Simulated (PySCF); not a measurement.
Ionisation of germanium tetrachloride

Parent: germanium tetrachloride, `[Cl][Ge]([Cl])([Cl])[Cl]` (Cl4Ge). Atom numbers as in the mapped SMILES `[Cl:1][Ge:2]([Cl:3])([Cl:4])[Cl:5]`.

Level of theory: ωB97X-D3(BJ)/ma-def2-TZVP single points in PySCF, grid level 2; every species was optimised with PBE0-D3(BJ)/def2-SVP. ωB97X-D3(BJ) is ωB97X-V with D3(BJ) in place of VV10. Thermal corrections: PBE0-D3(BJ)/def2-SVP frequencies, unscaled, ideal gas at 298.15 K and 1 bar, quasi-RRHO entropy.

Frontier levels of the parent: HOMO -12.22 eV, LUMO -0.36 eV.

Oxidation to the radical cation:
- Vertical ionisation energy (electronic): 12.30 eV
- Adiabatic ionisation energy (with zero-point energy): 11.52 eV
- Adiabatic, electronic part: 11.53 eV
- Vertical gap at the product's structure: 10.29 eV
- Inner reorganisation energy (four-point): 2001 meV
- Relaxation of product / of parent: 763 / 1238 meV
- ⟨S²⟩ of the product: 0.758
- Largest spin populations: Cl1 0.52, Cl5 0.52
- Largest changes of atomic charge: Cl1 0.33, Cl5 0.33, Cl3 0.16, Cl4 0.15
- Distances that move most (Å): Cl1–Ge2 2.123 → 2.211; Ge2–Cl5 2.124 → 2.208; Ge2–Cl3 2.125 → 2.070; Ge2–Cl4 2.123 → 2.070
- Potential in acetonitrile: 9.23 V absolute, 4.69 V against Fc+/Fc computed at 4.54 V (solvation -4 → -217 kJ/mol)

Solvents are IEF-PCM continua (electrostatics only, gas-phase structures); absolute potentials refer to an electron at rest in vacuum. Fc+/Fc in acetonitrile, 4.54 V, is ωB97X-D3(BJ)/ma-def2-TZVP on PBE0-D3(BJ)/def2-SVP structures with GFN2-xTB thermal terms. Benchmark calculations put it near 5.0 V in acetonitrile and DMSO, so it is about 0.5 V low, and the value against it can read up to that much too high.

Measured values (NIST Chemistry WebBook, evaluated or the median of agreeing entries): adiabatic ionisation energy 11.70 eV (computed 11.52, difference -0.18).

Caveats: spin-orbit coupling is left out of the energies, which matters for open shells on the heavier atoms; atoms from Ga to Kr are treated without relativity; Cl1 and Cl3 are equivalent in the parent, but the relaxed radical cation is symmetry-broken (Td to C2v), as a Jahn-Teller-type distortion or an artefact of the method; its spin populations, distances and adiabatic value belong to that structure.

Structures, frequencies and single points took 20 min of wall time on 1 thread of Arm Neoverse N1 (shared host), launched as `OMP_NUM_THREADS=1 python redox_run.py task.json out`.
